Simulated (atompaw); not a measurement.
## LDA (PW92) PAW (atompaw) dataset for Si, scalar-relativistic all-electron reference.

- Element: silicon
- Generator: atompaw 4.2.0.5
- Type: PAW
- Functional: LDA (PW92)
- Relativity: scalar-relativistic
- Frozen core: [Ne]
- Valence charge: 4
- Reference configuration: 3s2 3p1 (charge +1)
- Partial waves: 3s (bound); 3s channel at 0.5 Ry; 3p (bound); 3p channel at -0.35 Ry; 3d channel at 0.05 Ry
- Local potential: vpsmatchnc scheme with l = 3 at 0 Ry, radius 1.80 bohr
- Core correction: smooth core density matched at 1.05 bohr
- Augmentation charge: sinc compensation charge, radius 1.75 bohr; PAW radius 2.00 bohr; waves and projectors: bloechl

All-electron outer shells of the reference configuration (LDA (PW92), scalar-relativistic, ld1.x):

| shell | level (eV) | outermost node (bohr) | outermost maximum (bohr) |
| --- | --- | --- | --- |
| 3s | -19.10 | 0.72 | 1.73 |
| 3p | -11.75 | 0.71 | 2.01 |

Question: Is a potential produced?

Answer: No. atompaw 4.2.0.5 stopped with "atompaw: The overlap operator has at least one negative eigenvalue!": the overlap operator built from these waves and projectors is not positive definite.
